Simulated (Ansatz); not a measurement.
Start from `FB(F)OC(F)(F)F` and change one atom or group to get `FB(Cl)OC(F)(F)F`.

Ansatz, PBE0-D4/def2-TZVP geometries, multiplicity 1. Each molecule was computed in one conformer, which needn't be the lowest.

```tsv
property	`FB(F)OC(F)(F)F`
ideal-gas entropy at 298 K and 1 bar (rigid rotor, harmonic PBE0-D4/def2-TZVP) / J/(mol·K)	357
size of the dipole moment (PBE/def2-TZVPP) / D	0.22
HOMO energy (PBE0/def2-TZVPP) / eV	-11.54
size of the dipole moment (ωB97M-V/def2-TZVPP) / D	0.25
HOMO–LUMO gap (ωB97M-V/def2-TZVPP) / eV	15.82
HOMO–LUMO gap (PBE0/def2-TZVPP) / eV	12.02
```

(1) Give the same properties after the change, and the shifts. (An estimate is asked.)

Results:

(1) Ansatz gave: 
```json
{"property": "ideal-gas entropy at 298 K and 1 bar (rigid rotor, harmonic PBE0-D4/def2-TZVP) / J/(mol·K)", "`FB(Cl)OC(F)(F)F`": "369", "shift": "12"}
{"property": "size of the dipole moment (PBE/def2-TZVPP) / D", "`FB(Cl)OC(F)(F)F`": "0.45", "shift": "0.23"}
{"property": "HOMO energy (PBE0/def2-TZVPP) / eV", "`FB(Cl)OC(F)(F)F`": "-10.00", "shift": "1.54"}
{"property": "size of the dipole moment (ωB97M-V/def2-TZVPP) / D", "`FB(Cl)OC(F)(F)F`": "0.51", "shift": "0.26"}
{"property": "HOMO–LUMO gap (ωB97M-V/def2-TZVPP) / eV", "`FB(Cl)OC(F)(F)F`": "14.04", "shift": "-1.78"}
{"property": "HOMO–LUMO gap (PBE0/def2-TZVPP) / eV", "`FB(Cl)OC(F)(F)F`": "9.56", "shift": "-2.46"}
```

With PBE0 the HOMO rises by 1.54 eV and the LUMO falls by 0.92 eV, so the gap narrows by about 2.46 eV. PBE moves the HOMO by 1.10 eV and ωB97M-V by 1.69 eV. Dipoles are sizes alone; their direction can turn. Modes under 60 cm⁻¹, often nearly free rotors, make the harmonic entropy too high.

Positive LUMOs are unbound, so they and the gaps depend on the basis.
